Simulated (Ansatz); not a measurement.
`ClC[SiH2][TeH]` + HBr → `ClCBr` + `[SiH3][TeH]`  (substitution at a C–Si bond)

Gas-phase electronic energies from Ansatz, PBE0-D4/def2-TZVP geometries. CCSD(T)/CBS is the MP2 limit (def2-TZVPP, def2-QZVPP) plus CCSD(T) − MP2 in def2-TZVPP, frozen cores. Functionals use def2-TZVPP. Elements past krypton have def2 core potentials. For Br, Te outer-core shells are correlated without core-valence functions, which leaves a few kJ/mol of doubt a bond. Scalar relativity is left out up to krypton. One conformer a species, not always the lowest.

```csv
level,ΔE (kcal/mol)
B2PLYP,14.1
PBE,13.3
```

(1) What does CCSD(T)/CBS give? (An estimate is asked.)

Largest T1 diagnostic among the species: 0.011.

## Answers

(1) Ansatz gave: +15.6 kcal/mol. The listed levels differ from it by -1.5, -2.3 kcal/mol.

The D4 term adds +1.3 kcal/mol with B3LYP and +0.8 kcal/mol with PBE0; it sums over pairs of atoms, weighted by their polarisabilities, and B3LYP, whose exchange is more repulsive, gets the larger term. From PBE to PBE0 (25 % exact exchange), in def2-TZVPP and without D4, ΔE moves by +0.9 kcal/mol. In def2-TZVPP, CCSD(T) changes the Hartree–Fock value by +1.2 kcal/mol (the triples alone add −0.0 kcal/mol) and MP2 by +1.5 kcal/mol.

B3LYP here is the variant with VWN-RPA as its local correlation; programs differ in this.
